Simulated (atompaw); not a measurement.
# Sb: one change to a PAW (atompaw) potential, before and after

antimony (Sb), PAW, made with atompaw 4.2.0.5 (PBE, scalar-relativistic). Core [Kr] 4d10, reference 5s2 5p2.5 (charge +0.5). Waves: 5s (bound): rc 2.25 bohr; 5s channel at -0.8 Ry: rc 2.25 bohr; 5p (bound): rc 2.05 bohr; 5p channel at 3.15 Ry: rc 2.05 bohr; 5d channel at -0.15 Ry: rc 2.25 bohr. Local part: troulliermartins scheme with l = 3 at 0 Ry, radius 2.20 bohr. Core correction: smooth core density matched at 1.55 bohr. Augmentation charge: sinc compensation charge, radius 2.25 bohr; PAW radius 2.25 bohr; waves and projectors: custom rrkj gramschmidtortho.

All-electron outer shells of the reference configuration (PBE, scalar-relativistic, ld1.x):

| shell | level (eV) | outermost node (bohr) | outermost maximum (bohr) |
| --- | --- | --- | --- |
| 4d | -37.56 | 0.38 | 0.84 |
| 5s | -16.59 | 0.95 | 1.88 |
| 5p | -8.27 | 1.04 | 2.29 |

Change: local potential vpsmatchnc scheme with l = 3 at 0 Ry, radius 2.20 bohr.

Cutoffs: the cutoffs (Ry, on a coarse ladder) from which the occupation-weighted sum of valence levels, in a spherical-Bessel basis at the reference potential, stays within 10 and 1 mRy of its value at 400 Ry; they do not see the model core or the augmentation charge, which bear on the density cutoff.

**Question.** What does the change do?

**Answer.** The potential gets harder (6 Ry and 12 Ry → 6 Ry and 15 Ry); the bound ghosts move from s to d, p, s; the range in which the p phases agree widens (upper end 3.8 → at the end of the scan). A state that the projectors do not describe sees the local part alone, so a deeper or shallower local part can create or remove a ghost.

| quantity | base | changed |
| --- | --- | --- |
| cutoff, loose | 6 Ry | 6 Ry |
| cutoff, tight | 12 Ry | 15 Ry |
| bound ghosts | s | s, p, d |
| s: phases at 2.27 bohr within 0.05 rad from the reference energy up to (Ry; the scan ends near 5) | 4.9 | 3.9 |
| p: phases at 2.27 bohr within 0.05 rad from the reference energy up to (Ry; the scan ends near 5) | 3.8 | to the end of the scan |
| d: phases at 2.27 bohr within 0.05 rad from the reference energy up to (Ry; the scan ends near 5) | 0.3 | 1.0 |
| lowest overlap eigenvalue by channel | s 0.27, p 0.54, d 1.00 | s 0.07, p 0.47, d 1.00 |

 A true bound ghost makes a file unfit for plane-wave use even where its test errors are small: the radial tests pick states by their node count and pass the ghost by. The cutoffs see the waves, projectors and local potential, not the compensation charge or the core.
